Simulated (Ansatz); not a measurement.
`CO[Si]F` + NH₃ → `CO[Si]N` + H–F at 600 K and 1 bar (ligand exchange at the Si–F bond).

Program: Ansatz. Geometries: PBE0-D4/def2-TZVP. ΔE: electronic, gas phase. CCSD(T)/CBS adds triple-zeta CCSD(T) − MP2 to the extrapolated MP2 energy (def2 sets, frozen cores). This one scheme is used for every species. Each species was taken in one conformer, which may not be the lowest.

```json
{"species": "`CO[Si]F`", "CCSD(T)/CBS energy (Eh)": "-503.96814", "H − E (kJ/mol)": "161.1", "S (J/(mol·K))": "368.2"}
{"species": "NH₃", "CCSD(T)/CBS energy (Eh)": "-56.50880", "H − E (kJ/mol)": "112.4", "S (J/(mol·K))": "219.5"}
{"species": "`CO[Si]N`", "CCSD(T)/CBS energy (Eh)": "-460.05109", "H − E (kJ/mol)": "231.2", "S (J/(mol·K))": "388.6"}
{"species": "H–F", "CCSD(T)/CBS energy (Eh)": "-100.39570", "H − E (kJ/mol)": "42.3", "S (J/(mol·K))": "194.0"}
```

H − E and S are ideal-gas, rigid-rotor, harmonic terms from PBE0-D4/def2-TZVP, for one conformer and one mirror image of each species. 1 Eh = 2625.50 kJ/mol, R = 8.31446 J/(mol·K).

Problem. By hand: ΔE, ΔH, ΔS and ΔG.

Solution. ΔE = (-460.05109) + (-100.39570) − (-503.96814) − (-56.50880) = 0.03015 Eh = 79.2 kJ/mol. Δ(H − E) = 231.2 + 42.3 − 161.1 − 112.4 = 0.0, so ΔH = 79.2 kJ/mol. ΔS = 388.6 + 194.0 − 368.2 − 219.5 = -5.1 J/(mol·K). ΔG = 79.2 − 600 × (-5.1)/1000 = 82.3 kJ/mol.

Problem. By hand: the equilibrium constant, and the temperature at which ΔG would vanish if ΔH and ΔS stayed fixed.

Solution. log₁₀ K = −ΔG/(RT ln 10) = -7.2. ΔH and −TΔS have one sign here, so there is no such temperature.

The number of gas molecules stays the same, so ΔS is small and ΔH decides. A doubt of 5 kJ/mol in ΔE shifts log₁₀ K by 0.4 here. Other conformers and mirror images would add mixing entropy, several J/(mol·K) or more a flexible species. These are equilibria of isolated gas molecules and say nothing of rates. Largest T1 diagnostic: 0.014 (customary marks: 0.02 for closed shells, 0.045 for open ones).

ΔS is within the doubt of such terms, so its sign, and with it that verdict, could turn.
